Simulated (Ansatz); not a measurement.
Born–Oppenheimer molecular dynamics of F4Ti (5 atoms, charge 0, multiplicity 1). It starts from a relaxed structure.

Level of theory: Ansatz 0.2.0, RKS PBE-D4/def2-SVP.

- ensemble: NVE (velocity Verlet)
- time step: 1 fs
- steps asked: 250
- starting velocities drawn for: 1000 K
- seed: 394600

First frame:

```xyz
5
Properties=species:S:1:pos:R:3
Ti 0.000 0.000 0.000
F 0.000 0.000 1.745
F 1.645 0.000 -0.581
F -0.822 1.424 -0.581
F -0.822 -1.424 -0.581
```

Question: How far do the bonds stretch over the last three quarters of this one trajectory? (Pairs bonded in most of those frames.)

Answer: 
| bond | mean (Å) | spread (Å) | shortest | longest |
| --- | --- | --- | --- | --- |
| Ti1–F2 | 1.746 | 0.016 | 1.71 | 1.78 |
| Ti1–F3 | 1.754 | 0.039 | 1.68 | 1.82 |
| Ti1–F4 | 1.750 | 0.051 | 1.66 | 1.84 |
| Ti1–F5 | 1.749 | 0.035 | 1.69 | 1.80 |

Mean temperature of the second half: 487 K. The conserved energy stayed within 0.21 meV per atom of its start (net change 0.02 meV per atom), so the integration is sound. Over the second half the temperature averaged 0.49 of the 1000 K drawn at the start: a run that starts near a minimum puts about half its kinetic energy into the potential. A run of 0.25 ps of so small a system gives no equilibrium averages.

The run took 6.7 min on 2 threads of Arm Neoverse V1, with other jobs on the host, peak memory 0.13 GiB.
